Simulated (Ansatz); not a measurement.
Which method gave which barrier?

Saddle point of InSiH5Cl2, closed shell (InCl + SiH₄ + HCl → SiH₃Cl ([SiH3][Cl]) + InCl + H₂; bonds formed: In1–Cl3, H2–H5, Cl4–Si6; bonds broken: In1–Cl4, H2–Cl3, H5–Si6), PBE0-D4/def2-TZVP structure:

In1  (-1.261, -1.611, -2.490)
H2  (-1.148, 0.386, -0.008)
Cl3  (-2.061, 0.689, -1.392)
Cl4  (0.534, -1.765, -0.420)
H5  (-0.777, 0.151, 0.775)
Si6  (0.896, 0.288, 0.767)
H7  (1.209, 1.067, -0.445)
H8  (2.020, -0.479, 1.357)
H9  (0.587, 1.273, 1.856)
(Å)

Computed with Ansatz 0.2.0 (basis: def2-TZVPP, with def2-QZVPP for the basis limit); correlated methods freeze the cores. Filled d shells of the heavier atoms are correlated. Core potentials replace the inner electrons of the atoms past krypton. The def2 sets are not built for correlating such inner shells, so the correlated values are less sure here. Extrapolation: Hartree–Fock as exp(−7.88 √X), correlation as X^−2.97. Four methods, as single points on the PBE0-D4 structures, gave these electronic barriers from the start structure: 85.2, 92.5, 120.7, 169.6 kJ/mol.

(1) The methods were, in alphabetical order, HF, MP2, PBE-D4, r2SCAN-D4. Which gave which? (A judgement: the text doesn't fix the answer.)

T1 diagnostic: at most 0.014.

Results:

(1) Computed: PBE-D4 85.2; r2SCAN-D4 92.5; MP2 120.7; HF 169.6 kJ/mol. For comparison, CCSD(T) at an estimated basis limit (MP2 extrapolated from triple and quadruple zeta, plus CCSD(T) − MP2 in triple zeta) gives 119.1 kJ/mol.

Labels in which every atom is bracketed show which atoms are joined, not bond orders.

For scale, one of the runs: CCSD(T)/def2-TZVPP, 246 basis functions, launched by `ansatz run in.yaml --threads 8 --pin off --events-out ev --progress --plain --max-ram 19148MiB`. Hardware: 8 CPU threads of an Arm Neoverse V1, shared host. Wall time 110 s; peak host memory 4.9 GiB.
